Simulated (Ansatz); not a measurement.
Ansatz (an electronic-structure program) input:

Ansatz 0.2 input:
```yaml
crystal:
  periodic: [false, false, false]
  atoms:
    - {symbol: Te, position_ang: [-0.00016315, -0.22127057, 0.12767449]}
    - {symbol: F, position_ang: [-1.91165551, -0.25385779, -0.29829245]}
    - {symbol: F, position_ang: [0.00103462, 1.40321533, -0.80966397]}
    - {symbol: F, position_ang: [1.91156352, 0.12909464, 0.37028156]}
basis:
  gaussian:
    orbitals: def2-SVPD
magnetization: {spin_polarized: true, initial_magnetization: 1}
correlation: {method: ccsd_t, electrons: outside_noble_gas}
output: {forces: true}
```

Which total energy does the run end on?

-565.78750 Eh (CCSD(T)/def2-SVPD). The basis has 104 functions.

It need not be the lowest isomer of its formula.
